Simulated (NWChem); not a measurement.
System: SiN$_{2}$H$_{5}$Cl; SMILES N[SiH](N)Cl

Input file for NWChem:

```
start job
memory heap 200 mb stack 900 mb global 1100 mb
geometry units angstroms noautosym nocenter noautoz
  Si     0.022121    -0.400769     0.376847
  N     -1.487397    -0.957946    -0.210241
  N      1.242596    -1.368231    -0.328099
  Cl     0.027592     1.627262    -0.131565
  H      0.290509    -0.418244     1.841352
  H     -2.290508    -0.341882    -0.235548
  H     -1.748447    -1.932623    -0.117502
  H      1.261092    -1.516767    -1.331197
  H      2.172435    -1.394183     0.074141
end
basis spherical
  * library pcsseg-1
end
dft
  xc xpbe96 cpbe96
  iterations 150
end
property
  shielding
end
task dft property
```

Output (shortened):

```
             Northwest Computational Chemistry Package (NWChem) 7.3.0
             --------------------------------------------------------

                             Geometry "geometry" -> ""
                             -------------------------

 Output coordinates in angstroms (scale by  1.889725989 to convert to a.u.)

  No.       Tag          Charge          X              Y              Z
 ---- ---------------- ---------- -------------- -------------- --------------
    1 Si                  14.0000     0.02212100    -0.40076900     0.37684700
    2 N                    7.0000    -1.48739700    -0.95794600    -0.21024100
    3 N                    7.0000     1.24259600    -1.36823100    -0.32809900
    4 Cl                  17.0000     0.02759200     1.62726200    -0.13156500
    5 H                    1.0000     0.29050900    -0.41824400     1.84135200
    6 H                    1.0000    -2.29050800    -0.34188200    -0.23554800
    7 H                    1.0000    -1.74844700    -1.93262300    -0.11750200
    8 H                    1.0000     1.26109200    -1.51676700    -1.33119700
    9 H                    1.0000     2.17243500    -1.39418300     0.07414100

 Effective nuclear repulsion energy (a.u.)     225.0676891086

  pbe96 is a nonlocal functional; adding pw91lda local functional.
                              NWChem Property Module
                              ----------------------

  itol2e modified to match energy
  convergence criterion.

                                 NWChem DFT Module
                                 -----------------

 Summary of "ao basis" -> "ao basis" (spherical)
 ------------------------------------------------------------------------------
       Tag                 Description            Shells   Functions and Types
 ---------------- ------------------------------  ------  ---------------------
 Si                         pcsseg-1                10       24   4s5p1d
 N                          pcsseg-1                 7       17   3s3p1d
 Cl                         pcsseg-1                10       24   4s5p1d
 H                          pcsseg-1                 3        5   2s1p

  itol2e modified to match energy
  convergence criterion.

[...]

          -----------------------------------------
          Chemical Shielding Tensors (GIAO, in ppm)
          -----------------------------------------

                                NWChem CPHF Module
                                ------------------

  scftype          =     RHF
  nclosed          =       25
  nopen            =        0
  variables        =     2050
  # of vectors     =        3
  tolerance        = 0.10D-03
  level shift      = 0.00D+00
  max iterations   =       50
  max subspace     =       30

 SCF residual:    1.5298357683391232E-005

Iterative solution of linear equations
  No. of variables     2050
  No. of equations        3
  Maximum subspace       30
        Iterations       50
       Convergence  1.0D-04

   iter   nsub   residual    time
   ----  ------  --------  ---------
     1      3    4.06D-06      74.2

      Atom:    1  Si
        Diamagnetic
    881.7330     -0.9436      0.4193
     -0.9436    886.8031     -0.6707
      0.4193     -0.6707    876.6453

        Paramagnetic
   -487.5899     11.4605    -33.9255
     11.4605   -530.2706     -4.2038
    -33.9255     -4.2038   -548.9619

        Total Shielding Tensor
    394.1431     10.5169    -33.5062
     10.5169    356.5325     -4.8745
    -33.5062     -4.8745    327.6834

           isotropic =     359.4530
          anisotropy =      76.6984

          Principal Components and Axis System
                 1           2           3
              410.5853    354.0554    313.7183

      1         0.9022     -0.1977      0.3833
      2         0.2095      0.9777      0.0110
      3        -0.3770      0.0704      0.9235

      Atom:    2  N
        Diamagnetic
    329.7613      4.3765      8.7860
      4.3765    323.1731      1.8824
      8.7860      1.8824    300.4736

        Paramagnetic
    -80.1943      5.8431      3.3098
      5.8431    -69.0624     -1.2726
      3.3098     -1.2726   -111.4271

        Total Shielding Tensor
    249.5670     10.2196     12.0958
     10.2196    254.1107      0.6098
     12.0958      0.6098    189.0465

           isotropic =     230.9081
          anisotropy =      48.4779

          Principal Components and Axis System
                 1           2           3
              263.2267    242.8059    186.6916

      1         0.6576      0.7285     -0.1920
      2         0.7448     -0.6670      0.0202
      3         0.1134      0.1563      0.9812

      Atom:    3  N
        Diamagnetic
    325.8880    -11.4625     -1.4535
    -11.4625    309.0685      7.9508
     -1.4535      7.9508    319.3385

        Paramagnetic
    -97.1674     -4.1724    -13.2089
     -4.1724   -100.5579      8.0114
    -13.2089      8.0114    -97.5333

        Total Shielding Tensor
    228.7206    -15.6349    -14.6624
    -15.6349    208.5106     15.9622
    -14.6624     15.9622    221.8052

           isotropic =     219.6788
          anisotropy =      48.0960

          Principal Components and Axis System
                 1           2           3
              251.7428    210.6220    196.6715

      1         0.6775      0.6966      0.2359
      2        -0.4576      0.1481      0.8767
      3        -0.5758      0.7020     -0.4192

      Atom:    4  Cl
        Diamagnetic
   1146.2986      0.1672     -0.0379
      0.1672   1154.8519     -1.5971
     -0.0379     -1.5971   1145.6228

        Paramagnetic
   -370.4301    -27.3435     -1.9899
    -27.3435   -167.1261    -82.1914
     -1.9899    -82.1914   -380.5073

[...]
```

Level: PBE/pcSseg-1, GIAO. The geometry was optimised at PBE0/def2-SVP. The printed shielding anisotropy is the first printed principal value minus the mean of the other two.
